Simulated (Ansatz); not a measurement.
Total energies of the cluster PbI₂ from Ansatz at PBE-D4/def2-TZVP, gas phase (1 Eh = 27.2114 eV = 2625.5 kJ/mol). The reference geometry is relaxed at PBE0-D4/def2-SVP.

```xyz
3

Pb   -1.011   -0.462   -0.447
I    -0.644    1.245    1.776
I     1.655   -0.783   -1.329
```

```tsv
state	geometry	energy (Eh)
charge 0 singlet	reference	-788.43306
charge 1 doublet	reference	-788.11274
charge 0 triplet	relaxed at PBE0-D4/def2-SVP	-788.34432
charge 0 quintet	relaxed at PBE0-D4/def2-SVP	-788.21781
free Pb atom (triplet)	–	-192.86486
free I atom (doublet)	–	-297.66548
```

In the def2 sets I, Pb take a core potential; there is no spin–orbit coupling.

Task: Work out the vertical ionisation energy to the doublet.

Result: E(charge 1 doublet) − E(charge 0 singlet) = -788.11274 − (-788.43306) = 0.32032 Eh = 8.72 eV. For comparison, −ε of the highest occupied level is 6.17 eV at this level, 2.55 eV less.

Task: Which of the charge 0 states is lowest, and how far above it are the others?

Result: The singlet. triplet: -788.34432 − (-788.43306) = 0.08874 Eh = 233.0 kJ/mol; quintet: -788.21781 − (-788.43306) = 0.21525 Eh = 565.1 kJ/mol.

Task: What is the binding energy per atom against free atoms?

Result: Atoms: 1 × (-192.86486) + 2 × (-297.66548) = -788.19582 Eh. Binding: -788.19582 − (-788.43306) = 0.23724 Eh = 6.46 eV, or 2.15 eV for each of 3 atoms (no zero-point energy, no counterpoise term).

At PBE-D4/def2-TZVP the gap within one spin of the charge 1 doublet nearly closes, so an electron or hole may be smeared out by delocalisation error. At PBE-D4/def2-TZVP the gap within one spin of the charge 0 quintet nearly closes, so an electron or hole may be smeared out by delocalisation error. 

The structure comes from a short search, and lower isomers may exist.
